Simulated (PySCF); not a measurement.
# Electronic structure of Ru³⁺ (ruthenium, charge +3) at the UHF level

Configuration: [Kr] 4d5, high-spin 6S determinant. Computed with PySCF 2.14 in x2c-QZVPPall (13s8p7d4f2g, 118 functions), with scalar relativity by spin-free X2C-1e.

```json
{
 "Total energy": "-4526.288632 hartree",
 "One-electron energy": "-6191.0988 hartree",
 "Hartree (Coulomb) energy": "1796.6092 hartree",
 "Exchange energy": "-131.7991 hartree",
 "⟨S²⟩": "8.7509",
 "⟨L²⟩": "0.000",
 "Sum of ⟨r⟩": "23.97 bohr",
 "Sum of ⟨r²⟩": "26.01 bohr²",
 "Langevin diamagnetic susceptibility": "-20.6 ×10⁻⁶ cm³/mol"
}
```

| shell | electrons | mean orbital energy (eV) | rms radius, mean of both spins (bohr) |
| --- | --- | --- | --- |
| 1s β | 1 | -22270.1 | 0.0384 |
| 1s α | 1 | -22270.0 | 0.0384 |
| 2s α | 1 | -3313.0 | 0.158 |
| 2s β | 1 | -3311.5 | 0.158 |
| 2p α | 3 | -2965.3 | 0.140 |
| 2p β | 3 | -2963.8 | 0.140 |
| 3s α | 1 | -647.27 | 0.428 |
| 3s β | 1 | -646.54 | 0.428 |
| 3p α | 3 | -529.85 | 0.432 |
| 3p β | 3 | -528.94 | 0.432 |
| 3d α | 5 | -341.15 | 0.418 |
| 3d β | 5 | -338.99 | 0.418 |
| 4s α | 1 | -132.66 | 1.08 |
| 4s β | 1 | -124.05 | 1.08 |
| 4p α | 3 | -97.980 | 1.19 |
| 4p β | 3 | -86.856 | 1.19 |
| 4d α | 5 | -46.158 | 1.53 |

Densities and radii are taken from the X2C orbitals without a picture-change correction, which distorts them close to the nucleus.

Spin-orbit constants ζ (cm⁻¹) from the X2C one-electron operator on these orbitals: bare nucleus, nucleus screened by l(l+1)(2l+1)/3 electrons, and screened by the Breit-Pauli mean field of the electrons.

| shell | bare | screened nucleus | mean field |
| --- | --- | --- | --- |
| 2p | 709400 | 677100 | n/a |
| 3p | 122000 | 116400 | n/a |
| 3d | 17600 | 13600 | n/a |
| 4p | 17620 | 16820 | n/a |
| 4d | 1645 | 1271 | n/a |
